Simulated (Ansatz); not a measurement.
Ideal-gas functions of ClFH$_{3}$SiSn, SMILES `[F][Sn]([SiH3])[Cl]` radical at 500 K and 1 bar, from an Ansatz frequency run at PBE0-D4/def2-TZVP.

Molar mass 204.27 g/mol, point group C1 (symmetry number 1), electronic degeneracy 2, moments of inertia 184.962, 312.833, 414.672 u Å². Harmonic wavenumbers (cm⁻¹, unscaled): 60, 67, 96, 142, 245, 356, 417, 441, 592, 804, 923, 928, 2229, 2260, 2260.

Use S(trans) = R[1.5 ln M + 2.5 ln T − 1.1517]; rotational temperatures θ = 24.2544 K / I; S(rot) = R[ln(√π/σ · √(T³/θAθBθC)) + 1.5]; for each mode x = 1.438777 ν̃/T, S = R[x/(eˣ − 1) − ln(1 − e⁻ˣ)] and H = RT x/(eˣ − 1); 1 cm⁻¹ = 0.0119627 kJ/mol; R = 8.31446 J/(mol·K).

**Question.** By hand: the entropy, in J/(mol·K).

**Answer.** Translation 185.9. Rotation: θ = 0.1311, 0.0775, 0.0585 K, giving 125.6. Vibration, mode by mode: 22.93, 22.01, 19.04, 15.81, 11.39, 8.47, 7.28, 6.87, 4.82, 2.98, 2.27, 2.25, 0.10, 0.09, 0.09, in all 126.4. Electronic 5.8. Sum 443.7 J/(mol·K).

**Question.** By hand: H − E and G − E in kJ/mol, counted from the electronic energy.

**Answer.** Zero-point energy ½ × 11820 × 0.0119627 = 70.7; thermal vibration 28.4; translation, rotation and pV give 4 RT = 16.6. H − E = 115.7 kJ/mol, and G − E = 115.7 − 500 × 443.7/1000 = -106.1 kJ/mol.

Vibration gives 28 % of the entropy, 79.8 J/(mol·K) of it from the modes under 150 cm⁻¹: soft modes count most, and the harmonic formula is weakest for them. The sum counts one conformer and one mirror image; others add a mixing term.
